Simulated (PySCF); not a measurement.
## PbO⁻: one state, many levels of theory

State: ²Π (doublet), unpaired electrons π ↑. Set-up: Pb aug-cc-pVDZ-PP with ECP60, O aug-cc-pVDZ; scalar-relativistic core potentials (PySCF 2.14). De refers to Pb + O⁻ in their high-spin ground configurations, without counterpoise correction. The functionals are run spin-unrestricted. A positive dipole points towards O; it is taken about the centre of mass and depends on that origin. Levels whose curve was spin-contaminated or gave no clean fit are not listed.

| Level | Re (Å) | ωe (cm⁻¹) | De (eV) | μ (D) | CPU s a point (SCF and correlation, without the integrals) |
| --- | --- | --- | --- | --- | --- |
| PBE | 2.030 | 606 | 4.31 | -4.20 | 1.3 |
| PW91 | 2.029 | 608 | 4.31 | -4.23 | 1.1 |
| BLYP | 2.048 | 587 | 4.15 | -4.38 | 0.9 |
| r²SCAN | 2.008 | 641 | 3.98 | -4.28 | 1.2 |
| B3LYP | 2.014 | 633 | 3.78 | -4.66 | 1.5 |
| PBE0 | 1.994 | 665 | 3.76 | -4.53 | 1.8 |

**Question.** What does a quarter of exact exchange do here, going from PBE to PBE0?

**Answer.** PBE0 less PBE: -3.6 pm in Re, +9.7 % in ωe, -0.55 eV in De. Exact exchange removes part of the self-interaction that spreads semilocal densities, and in most molecules shortens and stiffens the bond and lowers De; so it does here.

**Question.** What does the step from GGA to meta-GGA do here, going from PBE to r²SCAN?

**Answer.** r²SCAN less PBE: -2.2 pm in Re, +5.8 % in ωe, -0.33 eV in De. 

**Question.** What does the three-parameter hybrid form, with a fifth of exact exchange, do here, going from BLYP to B3LYP?

**Answer.** B3LYP less BLYP: -3.4 pm in Re, +7.8 % in ωe, -0.37 eV in De. Exact exchange removes part of the self-interaction that spreads semilocal densities, and in most molecules shortens and stiffens the bond and lowers De; so it does here.

Spin–orbit coupling is left out, which matters for elements this heavy, above all for dissociation energies. For an ion De counts to the pair picked by the measured ionisation energies or electron affinities, which need not be the lowest pair at this level. The highest Kohn–Sham level is positive in this anion. Much of that is self-interaction error, but it also means that the finite basis helps to hold the extra electron. The state was picked by a PBE0 search and need not be the measured ground state.

The whole job (state search and all levels along the bond) took about 2.9 min on 1 thread of Arm Neoverse V2 (shared host), peak memory 0.7 GiB.
